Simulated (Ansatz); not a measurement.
Species: C4H10BBr, charge 0, multiplicity 1. SMILES: CCB(Br)CC
Structure (B3LYP-D3(BJ)/def2-TZVP (Ansatz, an electronic-structure program) minimum search):
```
B
C 1 1.5588
H 2 1.0998 1 106.04
H 2 1.1009 3 103.02 1 -110.11
C 2 1.5269 3 110.57 4 -117.84
H 5 1.0906 2 111.18 3 176.58
H 5 1.0910 6 107.08 2 -121.59
H 5 1.0914 6 107.98 7 -116.00
C 1 1.5640 2 123.01 3 -47.79
H 9 1.0943 1 109.99 2 -131.69
H 9 1.0946 10 107.07 1 -119.42
C 9 1.5433 10 108.60 11 -117.75
H 12 1.0903 9 111.00 10 -60.49
H 12 1.0909 13 108.13 9 -121.78
H 12 1.0923 13 107.75 14 -116.05
Br 1 1.9497 2 119.90 3 130.88
```
Charge 0, spin multiplicity 1.

Quantity: vertical triplet-singlet gap (E(triplet) - E(singlet); each state is the SCF solution reached for its spin; for the triplet T1 is 0.049), in kcal/mol. Cores are frozen in the correlated levels unless marked. UHF or UKS for open shells. Spin-orbit coupling is left out. Frozen are the shells of the preceding noble gas and the d and f shells that filled before the atom's block. Non-relativistic. 

```csv
level,program,vertical triplet-singlet gap (kcal/mol)
HF/aug-cc-pVDZ,Ansatz,127.5
HF/aug-cc-pVTZ,Ansatz,125.8
SVWN5/def2-TZVPD,Ansatz,106.4
PBE/def2-TZVPD,Ansatz,104.4
r2SCAN/def2-TZVPD,Ansatz,107.5
B3LYP/def2-TZVPD,Ansatz,114.0
PBE0/def2-TZVPD,Ansatz,113.3
BHLYP/def2-TZVPD,Ansatz,124.1
CAM-B3LYP/def2-TZVPD,Ansatz,120.2
wB97M-V/def2-TZVPD,Ansatz,124.0
wB97X-V/def2-TZVPD,Ansatz,124.8
B2PLYP/def2-TZVPD,Ansatz,119.1
MP2/aug-cc-pVDZ,Ansatz,132.2
RI-MP2/aug-cc-pVTZ,Ansatz,132.0
SCS-MP2/aug-cc-pVDZ,Ansatz,133.2
CCSD/aug-cc-pVDZ,Ansatz,125.3
CCSD(T)/aug-cc-pVDZ,Ansatz,123.4
```
